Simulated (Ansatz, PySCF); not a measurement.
C4H12OSi, SMILES CCCOC[SiH3]. Atoms are numbered in the order given.

```xyz
18

C     -2.7079    -0.3343     0.9811
C     -2.2746    -0.9042    -0.3685
C     -1.1521    -0.1117    -1.0189
O     -0.0142    -0.1529    -0.1860
C      1.0800     0.5976    -0.6591
Si     2.5091     0.4120     0.5789
H     -1.8553    -0.3005     1.6753
H     -3.5023    -0.9440     1.4389
H     -3.0927     0.6938     0.8729
H     -1.9355    -1.9473    -0.2475
H     -3.1266    -0.9290    -1.0697
H     -1.4664     0.9426    -1.1778
H     -0.9075    -0.5289    -2.0182
H      0.8164     1.6713    -0.7747
H      1.4053     0.2529    -1.6647
H      2.0938     0.9142     1.9188
H      2.9107    -1.0187     0.6897
H      3.6734     1.2122     0.0933
```

The structure is a stationary point at B3LYP-D3(BJ)/def2-SVP. One conformer was computed; it need not be the lowest.

Two levels are set side by side: PBE-D3(BJ)/def2-SVP (Ansatz, an electronic-structure program) and B3LYP-D3(BJ)/def2-SVP (Ansatz). Each level has its own optimised geometry; the coordinates shown are those of the second. Frequencies come from the Hessian of PySCF at each geometry. Differences are taken from unrounded values.

| quantity | B3LYP-D3(BJ) | PBE-D3(BJ) | PBE-D3(BJ) minus B3LYP-D3(BJ) |
|---|---|---|---|
| mean bond length (Å) | 1.306 | 1.314 | 0.008 |
| bond C1–C2 (Å) | 1.528 | 1.529 | 0.001 |
| bond C2–C3 (Å) | 1.520 | 1.523 | 0.002 |
| bond C3–O4 (Å) | 1.411 | 1.417 | 0.006 |
| bond O4–C5 (Å) | 1.409 | 1.412 | 0.004 |
| bond C5–Si6 (Å) | 1.900 | 1.907 | 0.007 |
| bond C1–H7 (Å) | 1.100 | 1.108 | 0.008 |
| bond C1–H8 (Å) | 1.101 | 1.108 | 0.007 |
| bond C1–H9 (Å) | 1.103 | 1.110 | 0.007 |
| bond C2–H10 (Å) | 1.104 | 1.111 | 0.008 |
| bond C2–H11 (Å) | 1.104 | 1.111 | 0.007 |
| bond C3–H12 (Å) | 1.112 | 1.121 | 0.010 |
| bond C3–H13 (Å) | 1.110 | 1.119 | 0.009 |
| bond C5–H14 (Å) | 1.112 | 1.121 | 0.009 |
| bond C5–H15 (Å) | 1.112 | 1.121 | 0.009 |
| bond Si6–H16 (Å) | 1.490 | 1.503 | 0.013 |
| bond Si6–H17 (Å) | 1.490 | 1.503 | 0.013 |
| highest harmonic wavenumber (cm⁻¹) | 3130 | 3076 | -53 |
| mean harmonic wavenumber (cm⁻¹) | 1380 | 1341 | -39 |
| zero-point energy (kcal/mol) | 94.68 | 92.01 | -2.67 |

Exact exchange shortens and stiffens bonds; PBE has none. Differences between two approximate levels are no errors against the true value.
